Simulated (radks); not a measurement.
Neutral osmium, 76 electrons, occupied as [Xe] 4f13.5 5d6 6s2 6p0.5 (fractional occupations, a model configuration).

Method: Dirac Kohn-Sham, PBE, spin-unpolarised, spherical densities, finite nucleus; open shells are shared between the two j in proportion to 2j + 1; Fermi nuclear charge, rms radius 5.4126 fm; computed with a radial shooting solver on a logarithmic mesh with Libxc functionals.

Energy parts (hartree):
part                       energy
total                 -17277.6232
kinetic                19602.4840
electron-nucleus      -43265.1691
Hartree                 6725.4296
exchange-correlation    -340.3676

Orbitals (lengths in bohr, moments of r in powers of bohr; r(max) is where P^2 peaks; r(90%) holds 90 % of the orbital's charge):
orbital      occ.  eigenvalue (hartree)       <r^4>   r(max)  r(90%)
1s1/2           2             -2710.001   5.127e-07  0.01103  0.0323
2s1/2           2             -471.9045  0.00007588  0.06361   0.116
2p1/2           2             -451.9197  0.00004544  0.04710   0.102
2p3/2           4             -395.6544  0.00006781  0.05415   0.113
3s1/2           2             -110.0685    0.002785   0.1790   0.284
3p1/2           2             -101.1055    0.002445   0.1674   0.276
3p3/2           4             -88.83638    0.003286   0.1818   0.297
3d3/2           4             -73.78567    0.002210   0.1421   0.270
3d5/2           6             -71.12833    0.002417   0.1461   0.276
4s1/2           2             -23.45563     0.06405   0.4052   0.619
4p1/2           2             -19.68883     0.06925   0.4042   0.633
4p3/2           4             -16.79820     0.09269   0.4342   0.680
4d3/2           4             -10.60780      0.1151   0.4291   0.720
4d5/2           6             -10.07102      0.1260   0.4384   0.736
4f5/2     5.78571              -2.23162      0.2895   0.4018   0.888
4f7/2     7.71429              -2.12660      0.3080   0.4065   0.901
5s1/2           2              -3.51197       1.837   0.9103    1.43
5p1/2           2              -2.33740       2.722   0.9681    1.58
5p3/2           4              -1.87434       3.882    1.048    1.73
5d3/2         2.4              -0.34032       22.24    1.302    2.64
5d5/2         3.6              -0.29746       26.91    1.343    2.76
6s1/2           2              -0.26515       144.2    2.411    4.27
6p1/2    0.166667              -0.08668       649.2    3.080    6.20
6p3/2    0.333333              -0.06244        1157    3.483    7.17

The highest occupied level is 6p3/2 at -1.699 eV. The density falls to 0.001 e/bohr^3 at r = 4.71 bohr.
